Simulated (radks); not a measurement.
The argon ion Ar+ inside a hard spherical wall (all orbitals vanish at R), configuration held at [Ne] 3s2 3p5 and not refilled when levels cross. All-electron calculation, scalar-relativistic Kohn-Sham, LDA (Slater exchange, VWN5 correlation), spin-unpolarised, spherical densities, finite nucleus; Fermi nuclear charge, rms radius 3.4274 fm. Program: a radial shooting solver on a logarithmic mesh with Libxc functionals. Eigenvalues in eV, with the zero of energy where the potential of the charges vanishes at infinity; a dash marks a level that is unbound or too diffuse for the functional's potential to be trusted. A positive occupied level is held by the wall or, in an anion where self-interaction has pushed it up, behind a barrier. The pressure on the wall is -dE/dV.

R (bohr)	E (hartree)	kinetic (hartree)	e(2s)	e(2p)	e(3s)	e(3p)	e(4s, empty)	e(3d, empty)	pressure (GPa)
free	-527.22104	529.616	-309.84	-243.78	-36.639	-22.209	-5.872	-4.023	0
20	-527.22104	529.616	-309.84	-243.78	-36.639	-22.209	-5.872	-4.023	< 0.0001
15	-527.22104	529.616	-309.84	-243.78	-36.639	-22.209	-5.872	-4.023	< 0.0001
8	-527.22103	529.616	-309.84	-243.78	-36.639	-22.209	-5.619	-3.918	0.000423
6	-527.22050	529.623	-309.80	-243.75	-36.614	-22.183	-4.264	-3.503	0.0797
3.5	-527.06950	530.645	-306.29	-240.18	-34.216	-19.480	15.031	2.012	64.8
2.5	-525.75688	536.621	-292.02	-225.61	-23.247	-6.886	69.037	17.961	1270
2	-522.42238	548.259	-271.76	-204.72	-2.613	15.862	152.09	41.819	6870
1.5	-509.87348	583.438	-229.27	-160.21	64.113	84.474	372.36	101.49	49400
